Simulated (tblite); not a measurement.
Species: C₇H₁₃P.
Z-matrix (Å and degrees, GFN2-xTB geometry), rows numbered from 1:
```
C 
P   1  1.7042
C   2  1.8483  1  113.22
C   3  1.5206  2  111.67  1   170.11
C   3  1.5295  2  108.54  1   -63.90
C   5  1.5214  3  112.24  2   -58.56
C   2  1.8341  1  135.38  3  -176.60
C   7  1.3440  2   66.68  1   -86.49
H   1  1.0850  2  112.56  3    57.86
H   1  1.0863  2  111.46  3  -174.85
H   3  1.0986  2  104.30  1    51.79
H   4  1.0888  3  109.98  2   177.39
H   4  1.0884  3  110.41  2   -62.85
H   4  1.0876  3  110.95  2    56.98
H   5  1.0924  3  108.34  2    62.05
H   5  1.0934  3  109.30  2   178.99
H   6  1.0931  5  109.34  3    51.51
H   6  1.0871  5  111.40  3   -68.59
H   6  1.0876  5  110.69  3   170.81
H   7  1.0757  2  154.56  8   163.31
H   8  1.0742  2  151.03  7  -164.70
```

Computed with GFN2-xTB (tblite): harmonic, unscaled wavenumbers at the GFN2-xTB geometry, gas phase. Against measured fundamentals such values can be off by several per cent, at times by over 20. One conformer, not necessarily the lowest.

Harmonic wavenumbers (cm⁻¹): 44.8, 104.0, 154.0, 169.1, 191.4, 206.0, 236.2, 253.5, 261.0, 306.9, 319.8, 342.1, 511.4, 568.7, 605.4, 650.1, 718.5, 768.6, 810.1, 814.0, 877.0, 887.7, 934.6, 988.6, 1011.5, 1021.8, 1027.3, 1044.1, 1055.2, 1143.9, 1157.5, 1204.5, 1256.3, 1282.8, 1335.2, 1374.9, 1403.7, 1406.1, 1478.1, 1484.5, 1487.0, 1491.7, 1505.9, 1559.0, 2879.7, 2954.7, 2967.3, 2979.1, 2985.5, 3007.4, 3019.3, 3026.3, 3033.8, 3037.0, 3043.3, 3057.0, 3081.8.

A = 2334, B = 1470, C = 1190 MHz; mass 128.075 u (most abundant isotopes); point group C1, symmetry number 1.

Problem. Zero-point energy?

Solution. ½Σν̃ = 38263 cm⁻¹ = 457.73 kJ/mol.

Problem. What is S at 200 K and 1 bar for an ideal gas of classical rigid rotors and harmonic oscillators?

Solution. Translation 161.08, rotation 115.33, vibration 82.35: S = 358.8 J/(mol K).

Problem. And Cp and H(200 K) − H(0)?

Solution. Cp = 131.08 J/(mol K), of which vibrations give 97.83 (their classical limit is 57 R = 473.9); H(200 K) − H(0) = 16.18 kJ/mol without the zero-point energy, 9.52 from vibrations.

Problem. How do the functions run with temperature in this model?

Solution. 
```tsv
T (K)	S (J/(mol K))	Cp (J/(mol K))	H − H(0) (kJ/mol)	G − H(0) (kJ/mol)	ln q(vib)
150	324.4	108.6	10.18	-38.48	2.76
250	390.4	153.8	23.30	-74.31	5.61
298.15	419.4	176.0	31.24	-93.81	7.00
400	477.6	221.0	51.50	-139.53	9.94
600	581.2	290.7	103.10	-245.63	15.60
900	713.0	358.8	201.33	-440.41	23.59
```

q(vib) and H(0) count from the zero-point level.

Problem. Blend soft modes into free rotors: weight 1/[1 + (100 cm⁻¹/ν̃)⁴] for the oscillator and the rest for a rotor with moment μB/(μ + B), μ = h/(8π²ν), B = 10⁻⁴⁴ kg m². What vibrational entropy results?

Solution. 78.59 J/(mol K) in place of 82.35, which changes −T·S at 200 K by +0.75 kJ/mol.

Hindered rotation and anharmonicity are outside this model. Other conformers, if any are populated, would add a mixing term that is left out. The structure is chiral; the term R ln 2 for an equal mix with its mirror image is left out.
